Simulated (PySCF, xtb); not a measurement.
CH4ClInO, SMILES [O]([InH][Cl])C. Other conformers were not sampled.

Harmonic wavenumbers (cm⁻¹) from GFN2-xTB run with xtb at its own minimum, in rising order: 55, 89, 128, 169, 303, 337, 360, 434, 1042, 1129, 1129, 1405, 1445, 1466, 1476, 2816, 2913, 2923.

Problem. What does PBE0-D3(BJ)/def2-SVP run with PySCF give at its own minimum? (The exact figures need the calculation; the answer reports its results.)

Solution. 47, 83, 84, 214, 372, 379, 435, 553, 1150, 1173, 1202, 1463, 1475, 1481, 1854, 2973, 3052, 3075. Paired by order, the mean absolute difference is 87 cm⁻¹ and the zero-point energies are 28.0 and 30.1 kcal/mol.
